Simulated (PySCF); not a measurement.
# How the method changes the constants of NaCa⁺

State: ¹Σ⁺ (singlet), closed shell. Set-up: basis Na aug-pcseg-1, Ca aug-pcseg-1; no relativity; PySCF 2.14. De refers to Na⁺ + Ca in their ground configurations, without counterpoise correction. A positive dipole points towards Ca; it is taken about the centre of mass and depends on that origin.

| Level | Re (Å) | ωe (cm⁻¹) | De (eV) | μ (D) |
| --- | --- | --- | --- | --- |
| RHF-MP2 | 3.668 | 129 | 0.78 | n/a |
| RHF-SCS-MP2 | 3.675 | 128 | 0.78 | n/a |
| RHF-CCSD | 3.669 | 131 | 0.83 | n/a |
| RHF-CCSD(T) | 3.672 | 130 | 0.83 | n/a |
| PBE | 3.518 | 139 | 1.12 | -1.54 |
| BLYP | 3.527 | 133 | 1.08 | -1.72 |
| r²SCAN | 3.562 | 139 | 0.99 | -1.92 |
| M06-L | 3.729 | 107 | 0.66 | -4.44 |
| PBE0 | 3.530 | 141 | 1.05 | -1.59 |
| MN15 | 3.537 | 130 | 0.68 | -3.67 |
| CAM-B3LYP | 3.480 | 145 | 1.03 | -1.60 |

Problem. Which functional lies closest to RHF-CCSD(T) in De, which farthest, and by how much do they differ from it?

Solution. Closest is MN15 (-13.5 pm in Re, +0.0 % in ωe, -0.15 eV in De against RHF-CCSD(T) in the same basis), farthest PBE (-15.4 pm in Re, +6.9 % in ωe, +0.29 eV in De). CCSD(T) converges more slowly with the basis than the functionals do and binds too weakly in this one, so the order can change at the basis-set limit.

Problem. What does a quarter of exact exchange do here, going from PBE to PBE0?

Solution. PBE0 less PBE: +1.2 pm in Re, +1.4 % in ωe, -0.07 eV in De. Exact exchange removes part of the self-interaction that spreads semilocal densities, and in most molecules shortens and stiffens the bond and lowers De; here Re goes the other way.

Problem. What does the step from GGA to meta-GGA do here, going from PBE to r²SCAN?

Solution. r²SCAN less PBE: +4.4 pm in Re, +0.0 % in ωe, -0.13 eV in De. 

Correlated steps freeze 6 core orbitals. Closed-shell solutions of metal pairs were not tested for spin polarisation, which can lower them a little. Correlated levels converge slowly with the basis: in double zeta they bind strong bonds too weakly, by up to about 1 eV, and carry superposition errors of some tenths. For an ion De counts to the pair picked by the measured ionisation energies or electron affinities, which need not be the lowest pair at this level.
